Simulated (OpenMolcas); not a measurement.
**Cr2+ in SrF2: curves along the breathing mode**

Cr2+ with its 8 nearest fluoride ions, on the Sr site of SrF2 (a = 5.796 Å, distance in the model lattice 2.510 Å). The rest of the host is ab initio model potentials to 7.6 Å and point charges beyond; the distance is set by hand and nothing relaxes. Ligand basis ANO-RCC-VDZP.

```json
{
 "Program": "OpenMolcas",
 "Method": "CASSCF",
 "Basis": "ANO-RCC-VDZP [5s4p2d1f]",
 "Scalar Hamiltonian": "DKH2, point nucleus",
 "Active space": "4 electrons in 5 orbitals (3d)",
 "State averaging": "2S+1 = 5 even, 5 roots; 2S+1 = 3 even, 45 roots; 2S+1 = 1 even, 50 roots",
 "Spin-orbit coupling": "RASSI with atomic mean-field integrals over the reference wave functions"
}
```

Spin-free energies (labels of O, the rotations of Oh) in cm-1 above the lowest fitted minimum, as all ligands move together:

```tsv
R (Å)	5T2	5E	3T1	3T2	3T1(2)	3E	3T2(2)
2.18	4210	9960	19280	22070	24290	27180	26510
2.232	940	5910	16690	19140	21010	23570	23330
2.283	10	4340	16310	18470	20080	22320	22480
2.334	1060	4850	17840	19730	21140	23070	23610
2.386	3960	7270	21130	22770	24030	25670	26560
2.437	8380	11300	25880	27310	28450	29840	31030
2.488	14210	16790	31970	33220	34270	35430	36880
```

Cubic fits give the following; the wavenumber is harmonic, with the mass of all moving ligands, small differences in it between states hang on the degree of the fit, a number in brackets counts states of one label, and the table is a selection of at most 14 states with clean curves.

```json
{"State": "5T2", "R0 (Å)": "2.281", "Breathing mode (cm-1)": "414", "Minimum (cm-1)": "0"}
{"State": "5E", "R0 (Å)": "2.296", "Breathing mode (cm-1)": "417", "Minimum (cm-1)": "4270"}
{"State": "3T1", "R0 (Å)": "2.267", "Breathing mode (cm-1)": "410", "Minimum (cm-1)": "16220"}
{"State": "3T2", "R0 (Å)": "2.275", "Breathing mode (cm-1)": "410", "Minimum (cm-1)": "18440"}
{"State": "3T1(2)", "R0 (Å)": "2.281", "Breathing mode (cm-1)": "414", "Minimum (cm-1)": "20080"}
{"State": "3E", "R0 (Å)": "2.289", "Breathing mode (cm-1)": "412", "Minimum (cm-1)": "22300"}
{"State": "3T2(2)", "R0 (Å)": "2.279", "Breathing mode (cm-1)": "414", "Minimum (cm-1)": "22470"}
{"State": "3T1(3)", "R0 (Å)": "2.285", "Breathing mode (cm-1)": "412", "Minimum (cm-1)": "22950"}
{"State": "1A1", "R0 (Å)": "2.252", "Breathing mode (cm-1)": "406", "Minimum (cm-1)": "21480"}
{"State": "3A2", "R0 (Å)": "2.293", "Breathing mode (cm-1)": "416", "Minimum (cm-1)": "25710"}
{"State": "3T1(4)", "R0 (Å)": "2.296", "Breathing mode (cm-1)": "418", "Minimum (cm-1)": "25830"}
{"State": "3T2(3)", "R0 (Å)": "2.290", "Breathing mode (cm-1)": "414", "Minimum (cm-1)": "25890"}
{"State": "1T1", "R0 (Å)": "2.266", "Breathing mode (cm-1)": "410", "Minimum (cm-1)": "25090"}
{"State": "3E(2)", "R0 (Å)": "2.291", "Breathing mode (cm-1)": "418", "Minimum (cm-1)": "26750"}
```

The minimum of 5E is shifted by +0.0147 Å against 5T2 (from the unrounded fits). With M = 152.0 u for the moving shell, the Huang-Rhys factor in this mode is S = M ω ΔR² / 2ħ = 0.01483 × 152.0 × 414 × 0.0147² = 0.20. Only the first shell moves, against a rigid host.

An orbital triplet at a regular site is open to Jahn-Teller coupling, which can distort the site and quench the lowest spin-orbit gaps and is left out. Without dynamic correlation the repulsion within the d shell is too large (B by tens of per cent), so at a given field states of lower spin stand too high. Ligand-to-metal charge-transfer states are missing. With no ligand orbital active B as a rule stays too high, so bands that hang on it stand too high and its fall with covalency is understated. With metal d orbitals alone and no dynamic correlation 10Dq can be off by a tenth to a fifth, either way, in oxide and fluoride hosts. No measured value stands beside these numbers.
